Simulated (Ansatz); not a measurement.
Start from `C[S][Ge]([F])([F])[F]` and change one atom or group to get `C#[C][Ge]([F])([F])[F]`.

Ansatz, PBE0-D4/def2-TZVP geometries, multiplicity 1. Each molecule was computed in one conformer, which needn't be the lowest.

Scalar relativity is left out up to krypton.

| property | `C[S][Ge]([F])([F])[F]` |
| --- | --- |
| LUMO energy (B3LYP/def2-TZVPP) / eV | -1.54 |
| HOMO energy (B3LYP/def2-TZVPP) / eV | -7.90 |
| size of the dipole moment (B3LYP/def2-TZVPP) / D | 3.52 |
| HOMO energy (PBE0/def2-TZVPP) / eV | -8.14 |
| HOMO energy (ωB97M-V/def2-TZVPP) / eV | -10.36 |
| LUMO energy (PBE/def2-TZVPP) / eV | -2.23 |

**Question.** What does the change do to each property? (Best estimate.)

**Answer.** Ansatz gave: 
| property | `C#[C][Ge]([F])([F])[F]` | shift |
| --- | --- | --- |
| LUMO energy (B3LYP/def2-TZVPP) / eV | -1.36 | 0.18 |
| HOMO energy (B3LYP/def2-TZVPP) / eV | -9.37 | -1.47 |
| size of the dipole moment (B3LYP/def2-TZVPP) / D | 3.48 | -0.04 |
| HOMO energy (PBE0/def2-TZVPP) / eV | -9.64 | -1.50 |
| HOMO energy (ωB97M-V/def2-TZVPP) / eV | -11.93 | -1.57 |
| LUMO energy (PBE/def2-TZVPP) / eV | -2.06 | 0.17 |

With PBE0 the HOMO falls by 1.50 eV and the LUMO rises by 0.07 eV, so the gap widens by about 1.57 eV. PBE moves the HOMO by -1.50 eV and ωB97M-V by -1.57 eV. The zero-point energy changes by -53.1 kJ/mol with -6 modes. Dipoles are sizes alone; their direction can turn.

Positive LUMOs are unbound, so they and the gaps depend on the basis.

B3LYP here is the variant with VWN-RPA as its local correlation; programs differ in this.
